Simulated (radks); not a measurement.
Q: Pm II, configuration [Xe] 4f3.25 6s1 6p1.75 (fractional occupations, a model configuration). Method: scalar-relativistic Kohn-Sham, BLYP, spin-unpolarised, spherical densities, point nucleus; computed with a radial shooting solver on a logarithmic mesh with Libxc functionals. Some entries of the table are withheld. Estimate them.

orbital  occ.  eigenvalue (hartree)  r(max) (bohr)
1s          2             -1655.705        0.01479
2s          2                   (1)        0.08379
2p          6             -241.1900        0.06761
3s          2             -59.64178         0.2386
3p          6             -50.60632            (2)
3d         10             -38.21910         0.1918
4s          2             -12.59641         0.5512
4p          6                   (3)         0.5748
4d         10              -5.41457         0.6000
5s          2              -2.20290          1.260
5p          6              -1.43760            (4)
4f       3.25              -0.90074         0.6177
6s          1              -0.43290          3.091
6p       1.75              -0.27941          3.760

A: 
(1) 2s eigenvalue (hartree): -269.9750
(2) 3p r(max) (bohr): 0.2338
(3) 4p eigenvalue (hartree): -9.62015
(4) 5p r(max) (bohr): 1.410
